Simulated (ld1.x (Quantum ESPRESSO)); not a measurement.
# Scattering properties, PAW potential for Ta (Z = 73)

Ta (Z = 73), PAW, made with ld1.x (Quantum ESPRESSO) 7.5 (PBEsol, scalar-relativistic). Core [Xe], reference 4f14 5d2 6s0 6p0 (charge +3). Waves: 6s (bound, empty): rcut 1.85, rcutus 2.10 bohr; 6s channel at -0.85 Ry: rcut 1.85, rcutus 2.10 bohr; 6p (bound, empty): rcut 3.00, rcutus 3.15 bohr; 6p channel at -0.65 Ry: rcut 3.00, rcutus 3.15 bohr; 5d (bound): rcut 2.25, rcutus 2.55 bohr; 5d channel at -0.7 Ry: rcut 2.25, rcutus 2.55 bohr; 4f (bound): rcut 0.90, rcutus 1.15 bohr; 4f channel at -0.95 Ry: rcut 0.90, rcutus 1.15 bohr. Local part: all-electron potential smoothed inside 2.20 bohr (lloc = -2). Core correction: a·sin(br)/r model core, default radius (ld1.x builds one for every PAW set, though the input has nlcc=.false.). Augmentation charge: BESSEL, radius 0.95 bohr.

The phase is arctan(r·u′/u) with u = r·R(r), unwrapped; energies in Ry, scanned from -6 to 5 Ry. A pole is an energy at which the radial function vanishes at the test radius. The pseudo phase is shifted by a multiple of π to meet the all-electron one at the reference energy, and phase errors are pseudo minus all-electron; the curves can meet again beyond the range given. Levels narrower than the energy grid can be missing from the lists of poles.

| channel | radius (bohr) | reference energy (Ry) | poles, all-electron | poles, pseudo | unbroken range about the reference energy with phases within 0.05 rad | phase error 1 Ry above the reference energy (rad) |
| --- | --- | --- | --- | --- | --- | --- |
| s | 3.42 | -1.99 | -1.34, 3.77 | -1.34, 4.00 | the whole range | -0.000 |
| p | 3.42 | -1.46 | -4.92, -0.29 | -0.29, 2.05 | -4.9 to 1.1 | -0.000 |
| d | 3.42 | -2.14 | -2.01, 1.60 | -2.01, 1.57 | below 3.2 | -0.000 |
| f | 3.42 | -3.89 | 0.52, 4.50 | 0.52, 4.71 | below 1.9 | +0.000 |

The ghost test of this file was not conclusive. Its overlap operator is not positive definite in a basis up to 400 Ry (lowest eigenvalue s -0.17), so the file is unfit for use: the generalised eigenproblem breaks down once the basis is large enough, and its test numbers describe a broken file.

Phases in the f channel:

```
E (Ry)  all-electron  pseudo
 -6.00         1.441   1.441
 -5.74         1.437   1.437
 -5.48         1.434   1.434
 -5.22         1.429   1.429
 -4.96         1.425   1.425
 -4.70         1.420   1.420
 -4.44         1.415   1.415
 -4.18         1.408   1.408
 -3.92         1.397   1.397
 -3.66         1.395   1.395
 -3.40         1.385   1.385
 -3.14         1.375   1.375
 -2.88         1.362   1.362
 -2.62         1.347   1.347
 -2.36         1.328   1.328
 -2.10         1.304   1.304
 -1.84         1.270   1.270
 -1.58         1.223   1.223
 -1.32         1.147   1.147
 -1.06         1.005   1.005
 -0.80         0.666   0.666
 -0.54        -0.249  -0.250
 -0.28        -1.059  -1.059
 -0.02        -1.351  -1.351
  0.24        -1.484  -1.484
  0.50        -1.566  -1.565
  0.76        -1.628  -1.627
  1.02        -1.686  -1.684
  1.28        -1.752  -1.747
  1.54        -1.842  -1.832
  1.80        -2.003  -1.978
  2.06        -2.408  -2.318
  2.32        -3.476  -3.263
  2.58        -4.176  -4.086
  2.84        -4.411  -4.369
  3.10        -4.519  -4.492
  3.36        -4.582  -4.562
  3.62        -4.625  -4.608
  3.88        -4.656  -4.641
  4.14        -4.682  -4.668
  4.40        -4.704  -4.689
  4.66        -4.725  -4.709
  4.92        -4.744  -4.726
```
